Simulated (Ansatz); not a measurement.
Isolated molecules relaxed with PBE0-D4/def2-TZVP in Ansatz; ΔE leaves out vibrations. CCSD(T)/CBS is the MP2 limit (def2-TZVPP, def2-QZVPP) plus CCSD(T) − MP2 in def2-TZVPP, frozen cores. This one scheme is used for every species. DFT in def2-TZVPP. One conformer a species, not always the lowest.

Reaction (formal exchange of groups at the Al–N bond): `C[N](C)[AlH][F]` + `N=CCl` → `N=[C](Cl)[AlH][F]` + `CNC`

`C[N](C)[AlH][F]`:

Z-matrix (Å, degrees):
```
C
N 1 1.444
H 1 1.092 2 110.7
H 1 1.099 2 111.5 3 -120.1
H 1 1.099 2 111.4 3 120.1
C 2 1.443 1 112.9 3 -180.0
Al 2 1.762 1 124.3 3 0.0
H 6 1.094 2 110.9 1 180.0
H 6 1.099 2 111.6 1 -60.0
H 6 1.099 2 111.6 1 60.0
F 7 1.652 2 117.5 1 0.1
H 7 1.571 2 122.2 1 -179.9
```

`N=CCl`:

Cartesian coordinates in Å:
```
N -0.227 0.943 0.208
C -0.023 -0.259 -0.058
Cl -1.340 -1.350 -0.315
H 0.656 1.436 0.327
H 0.934 -0.770 -0.162
```

`N=[C](Cl)[AlH][F]`:

```xyz
7

N    -1.517    0.504   -0.073
C    -0.327    0.339   -0.431
Cl    0.313    0.979   -1.963
Al    0.856   -0.679    0.772
F     2.384   -0.985    0.250
H    -2.095    1.033   -0.730
H     0.387   -1.192    2.175
```

`CNC`:

```xyz
10

C    -0.752   -0.649    0.688
N     0.253    0.379    0.545
C     0.797    0.447   -0.791
H    -1.172   -0.623    1.696
H    -0.291   -1.631    0.549
H    -1.582   -0.570   -0.035
H    -0.136    1.276    0.803
H     1.341   -0.477   -1.010
H     1.507    1.273   -0.864
H     0.035    0.574   -1.580
```

Question: Is it downhill or uphill in electronic energy at CCSD(T)/CBS, and by how much? (Estimate.)

Answer: The calculation gave: Uphill: ΔE = +0.81 eV.

Question: What do these levels give: PBE-D4, r2SCAN-D4, r2SCANh-D4, ωB97M-V, B2PLYP, CAM-B3LYP, RPA@PBE/def2-TZVPP, HF/def2-SVP, MP2/def2-SVP, HF/def2-TZVPP, SCS-MP2/def2-TZVPP, CCSD/def2-TZVPP? (Estimate.)

Answer: Ansatz gave: PBE-D4 0.74, r2SCAN-D4 0.80, r2SCANh-D4 0.81, ωB97M-V 0.81, B2PLYP 0.81, CAM-B3LYP 0.83, RPA@PBE/def2-TZVPP 0.79, HF/def2-SVP 0.81, MP2/def2-SVP 0.87, HF/def2-TZVPP 0.83, SCS-MP2/def2-TZVPP 0.85, CCSD/def2-TZVPP 0.84 eV.

Largest T1 diagnostic among the species: 0.014.

Leaving LDA and LC-ωPBE aside and taking each functional with its dispersion term where it has one, the values, not all of them listed here, spread over 0.12 eV, from revPBE-D4 to CAM-B3LYP-D4. LDA lies +0.11 eV from PBE without D4. At CCSD(T), def2-SVP lies +0.03 eV from the extrapolated value and def2-TZVPP +0.02 eV.
